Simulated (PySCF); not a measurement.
C2H6O3Si2, SMILES O[Si](O)(O)C#C[SiH3] at its PBE0/def2-SVP optimised geometry (Å):

```
13

Si    -2.4815    -0.3229     0.0000
C     -0.6451    -0.3229     0.0000
C      0.5801    -0.3241     0.0003
Si     2.4213    -0.3283     0.0025
O      2.9787     0.8752     0.9721
O      2.9729    -1.7710     0.5624
O      2.9800    -0.0935    -1.5246
H     -2.9783    -1.0263    -1.2180
H     -2.9781    -1.0262     1.2181
H     -2.9787     1.0835     0.0000
H      2.6950     1.7710     0.7692
H      2.6894    -2.0397     1.4408
H      2.6958    -0.7177    -2.1982
```

Computed with PBE0/def2-TZVP (PySCF 2.14.0). Cells within 0.4 Å of a nucleus heavier than hydrogen are left out (blank, or x).

Map of the Laplacian of the electron density (e/bohr⁵), clipped to [-1.50, 1.50] on the plane z = 0.0 Å:

```
|55555555555555555555555555555|
|55555555555555555555555555555|
|55555555555555555555555555555|
|55555555555555555555555555555|
|55555555555555555555555555555|
|55555555555555555555555555555|
|55555555555555555555555555555|
|55555555555555555555555555555|
|55555555555555555555555555555|
|55555555555555555555555555555|
|55555555555555555555555555555|
|55555204555555555555555555555|
|55555434555555555555555555555|
|55555447555555555555675555555|
|5555559x9543x43xx3469x9555555|
|555556xxx633xx0xx149xx9555555|
|5555559x9543x33474459x9555555|
|55555556555555555555565555555|
|55555555555555555555556655555|
|55555555555555555555566665555|
|55555555555555555555566655555|
|55555555555555555555555555555|
|55555555555555555555555555555|
|55555555555555555555555555555|
|55555555555555555555555555555|
|55555555555555555555555555555|
|55555555555555555555555555555|
|55555555555555555555555555555|
|55555555555555555555555555555|
```
Scale: ten equal steps from -1.50 (start of '0') to 1.50 (end of '9'), in the order '0123456789'; x runs from -5.00 to 5.00, y from -5.00 (bottom) to 5.00 (top).
